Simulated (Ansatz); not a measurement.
The same atomization along the group B, Al, Ga, In.

Calculated with Ansatz (gas phase, PBE0-D4/def2-TZVP geometries, no zero-point term in ΔE). CCSD(T)/CBS is the MP2 limit (def2-TZVPP, def2-QZVPP) plus CCSD(T) − MP2 in def2-TZVPP, frozen cores. Small cases extrapolate CCSD(T) itself. Functionals use def2-TZVPP. No spin–orbit coupling; open shells (•) take unrestricted orbitals. Spin–orbit coupling would lower the free atoms: a little for Al, B, F; clearly for Ga; strongly for In. def2 core potentials past Kr. For Ga, In outer-core shells are correlated without core-valence functions, so the limit isn't a true one: a few kJ/mol of doubt a bond, and 10 to 20 or more in all where bonds break to atoms. Scalar relativity is left out up to krypton.

```
                       reaction  CCSD(T)/CBS(def2) (kcal/mol)
         `FBF` → B• + 2 F• + H•                         409.5
`[F][AlH][F]` → Al• + 2 F• + H•                             ?
`[F][GaH][F]` → Ga• + 2 F• + H•                         299.7
`[F][InH][F]` → In• + 2 F• + H•                         264.9
```

Problem. Fill in the missing values. (Best estimate.)

Solution. The calculation gave: `[F][AlH][F]` → Al• + 2 F• + H•: +361.9 kcal/mol.

Largest T1 diagnostic: 0.018, for Al•.

Extrapolated directly: `FBF` → B• + 2 F• + H•; `[F][AlH][F]` → Al• + 2 F• + H•.

For atomizations the MP2-based limit and the directly extrapolated one differ by several kJ/mol either way, and by 10 to 25 for some Ge, Se and Sn compounds, so smaller differences from it don't rank the levels.
